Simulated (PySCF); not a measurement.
## Working out the ionisation energy of Ta⁺

Ta⁺ [Xe] 4f14 5d3 6s1 (5F) → Ta²⁺ [Xe] 4f14 5d3 (4F). Calculation: PySCF 2.14, in def2-QZVPPD with the def2 core potential (60 electrons) (7s6p4d3f2g, 84 functions); scalar relativity through the core potential. Frozen: 5s2 5p6. Energies in hartree (1 hartree = 27.21139 eV):

```json
{"part": "UHF", "Ta⁺ (lower)": "-56.083251", "Ta²⁺ (upper)": "-55.563645"}
{"part": "CCSD correlation", "Ta⁺ (lower)": "-0.033833", "Ta²⁺ (upper)": "-0.017569"}
{"part": "(T)", "Ta⁺ (lower)": "-0.000521", "Ta²⁺ (upper)": "-0.000101"}
```

Problem. What does Hartree-Fock give?

Solution. (-55.563645) − (-56.083251) = 0.519606 hartree = 14.139 eV.

Problem. What do CCSD and CCSD(T) give?

Solution. The CCSD correlation energies differ by 0.016264 hartree = 0.443 eV and the triples by 0.000420 hartree = 0.011 eV, so CCSD gives 14.582 eV and CCSD(T) 14.593 eV.

Reference: 16.2 ± 0.5 eV (semi-empirical (NIST evaluation); NIST Atomic Spectra Database, ionization energies), between the lowest levels; spin-orbit coupling is absent from the calculation.

What remains against the reference includes basis incompleteness, the frozen core and higher excitations.
